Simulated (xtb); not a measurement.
Al(OH)4 (AlH4O4), SMILES [OH][Al-]([OH])([OH])[OH], charge -1. All values are semi-empirical tight-binding results from xtb (GFN2-xTB unless named), good for trends rather than for accurate numbers. Geometry: GFN2-xTB. The isomer is the one that the SMILES or the coordinates give; other isomers of the formula were not compared. Other conformers were not sampled.

Optimised geometry:

```xyz
9

Al     0.0000     0.0000     0.0000
O     -0.0017     1.4665    -0.9536
H     -0.8014     1.7211    -1.3926
O      1.4665     0.0017     0.9536
H      1.7211     0.8014     1.3926
O     -1.4665    -0.0017     0.9536
H     -1.7211    -0.8014     1.3926
O      0.0017    -1.4665    -0.9536
H      0.8014    -1.7211    -1.3926
```
Charge -1, spin multiplicity 1.

For metal compounds this method's bond lengths and energies can be far off.

Computed properties:
```json
{
 "point_group_as_xtb_finds_it": "S4",
 "orbital_gap": "9.59 eV",
 "zero_point_energy": "30.7 kcal/mol",
 "G − E(el) at 298.15 K (modified RRHO)": "10.9 kcal/mol"
}
```

Problem. Give the atomic charges and the Wiberg bond orders between heavy atoms. (The exact figures need the calculation; the answer reports its results.)

Solution. charges (e) Al1 0.42, O2 -0.59, H3 0.24, O4 -0.59, H5 0.24, O6 -0.59, H7 0.24, O8 -0.59, H9 0.24. Bond orders Al1–O2 1.00, Al1–O4 1.00, Al1–O6 1.00, Al1–O8 1.00.
